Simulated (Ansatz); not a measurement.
H5BNSi, SMILES `N[B-][SiH3]` (lower singlet) (charge -1, multiplicity 1). This singlet lies 0.85 eV below the relaxed triplet at the level frozen-core CCSD(T)/aug-cc-pVDZ // PBE0-D3(BJ)/def2-TZVPD (Ansatz, a first-principles code).

These are Ansatz with HSE06/aug-cc-pVTZ // PBE0-D3(BJ)/def2-TZVPD values and carry that method's errors.

Ansatz 0.2 input:
```yaml
crystal:
  periodic: [false, false, false]
  atoms:
    - { symbol: N, position_ang: [1.684262, 0.233912, -0.013783] }
    - { symbol: B, position_ang: [0.655955, 0.131189, 0.954986] }
    - { symbol: Si, position_ang: [-1.176986, -0.15895, 0.123963] }
    - { symbol: H, position_ang: [2.644272, 0.376764, 0.247857] }
    - { symbol: H, position_ang: [1.569614, 0.176904, -1.025957] }
    - { symbol: H, position_ang: [-2.160155, 0.915321, 0.510017] }
    - { symbol: H, position_ang: [-1.836084, -1.423407, 0.610224] }
    - { symbol: H, position_ang: [-1.380877, -0.251733, -1.407306] }
basis:
  gaussian: { orbitals: aug-cc-pVTZ }
hamiltonian:
  xc: hse06
total_charge: -1
```

Output:

```
Functional definition: HSE06
1114 factors; their error is unknown
114 factors; integrals over basis functions are off by at most 3.0e-6 eV
mean field evaluation 1: about -10116.0340 eV, gradient 3.3e1 eV
mean field evaluation 2: about -10100.0136 eV, gradient 6.6e1 eV
mean field evaluation 4: about -10118.9833 eV, gradient 4.9e0 eV
mean field evaluation 8: about -10119.0553 eV, gradient 1.3e-1 eV
mean field evaluation 16: about -10119.0910 eV, gradient 1.2e-4 eV
mean field -10119.09103052 eV, -371.8697364053 hartree, gradient 3.8e-5 eV, S^2 0.000000; 1 other end points of the search recorded, 0 dependent functions left out
reference -10119.09107795 eV, -371.8697381482 hartree; 16, 16 occupied and 241, 241 virtual orbitals, 1114 factors
Total energy: -10119.09107795 eV, -371.8697381482 hartree
```
